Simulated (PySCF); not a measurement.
Compound: C7H10N2.
SMILES: `CCc1ccc(C)nn1`

Jobs on this species (19 atoms, 66 electrons) with PySCF (density fitting). Hardware of each: one thread, Arm Neoverse N1 (shared host). The host was shared with other jobs, so the times are rough.

Question: Rank these jobs by wall time, shortest first.
A. PBE0/pcSseg-1; shieldings, ring-centre shieldings, charges and field gradients; 203 basis functions
B. PBE0-D3(BJ)/def2-SVP, grid level 1; geometry optimisation from a GFN2-xTB start; 176 basis functions
C. CAM-B3LYP/def2-SVPD; 10 singlets by full TDDFT, 4 Tamm–Dancoff triplets, polarisability, ΔSCF ions; 260 basis functions

Answer: A (52 s), B (91 s), C (7.4 min).

All jobs:

| level and settings | work | basis functions | SCF cycles | wall time |
| --- | --- | --- | --- | --- |
| PBE0/pcSseg-1 | shieldings, ring-centre shieldings, charges and field gradients | 203 | 14 | 52 s |
| PBE0-D3(BJ)/def2-SVP, grid level 1 | geometry optimisation from a GFN2-xTB start | 176 | 29 | 91 s |
| CAM-B3LYP/def2-SVPD | 10 singlets by full TDDFT, 4 Tamm–Dancoff triplets, polarisability, ΔSCF ions | 260 | 13 | 7.4 min |

What do all jobs in the table cost together?

About 9.8 min; the longest takes about 76 % of that, and about 8.5 times as long as the shortest.
